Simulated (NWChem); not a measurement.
BNH₂Cl₂; SMILES ClB(N)Cl

```xyz
6

B      0.0000     0.0000    -0.3478
Cl     1.5258     0.0000     0.5423
Cl    -1.5258     0.0000     0.5423
N      0.0000     0.0000    -1.7353
H     -0.8543     0.0000    -2.2766
H      0.8543     0.0000    -2.2766
```
Atoms are numbered in this order, from 1.

Coordinates come from a PBE0/def2-SVP optimisation.

Symmetry labels are those of C2v in the frame above (b1 and b2, or b-type labels, depend on it).

Task: List the 4 lowest vertical singlet excitations from PBE0/def2-SVPD, TDA (NWChem).

Result: 
| state | energy (eV) | oscillator strength | symmetry | leading excitation (squared amplitude) |
|---|---|---|---|---|
| S1 | 7.21 | 0.000 | a2 | HOMO−1 → LUMO (1.00) |
| S2 | 7.40 | 0.002 | b2 | HOMO → LUMO+1 (0.98) |
| S3 | 7.83 | 0.032 | b1 | HOMO−1 → LUMO+1 (0.98) |
| S4 | 7.84 | 0.202 | a1 | HOMO → LUMO (0.88) |
